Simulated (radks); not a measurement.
The numbers below are computed, except where a source is named.
Q: Species: Sm IX. Configuration: [Kr] 4d10 4f4 5s2 5p2 (the NIST ground configuration). Level of theory: Dirac Kohn-Sham, PBE, spin-unpolarised, spherical densities, point nucleus; open shells are shared between the two j in proportion to 2j + 1 (a radial shooting solver on a logarithmic mesh with Libxc functionals).

Spin-orbit splittings of the eigenvalues, e(l+1/2) - e(l-1/2), with zeta = 2 splitting/(2l+1) and mean radii in bohr:

shell  occ.  splitting (eV)  zeta (eV)  <r> j=l-1/2  <r> j=l+1/2
2p        6           602.9      401.9      0.08073      0.08736
3p        6           122.1      81.40       0.2442       0.2569
3d       10           26.51      10.60       0.2286       0.2325
4p        6           27.18      18.12       0.5896       0.6175
4d       10               ?          ?       0.6538       0.6633
4f        4          0.7177     0.2050       0.7876       0.7930
5p        2           5.444      3.629        1.361        1.415

Estimate the 4d splitting.

A: 4.942 eV (zeta = 1.977 eV).
